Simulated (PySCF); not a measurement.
C6H6O, SMILES C(=C1COC=C1)=C.

Coordinates come from a B3LYP-D3(BJ)/def2-SVP optimisation. This is a generated structure with no PubChem entry under its InChIKey; it may be hypothetical. One conformer was computed; it need not be the lowest.

Level of theory: M06-2X/def2-TZVP in PySCF.

Gas-phase values at a fixed geometry.

The total energy is -307.36422 hartree and the point group is Cs. The highest occupied level is -6.90 eV and the lowest empty level is 0.40 eV. The orbital gap is 7.30 eV, the dipole moment comes out as 0.34 D and the quadrupole, principal values (traceless, Buckingham form, about the centre of nuclear charge) is -3.12, -2.81, 5.93 D·Å. The mean static polarisability is 78.3 bohr³ (11.60 Å³) and the polarisability, principal values comes out as 46.9, 61.5, 126.5 bohr³.
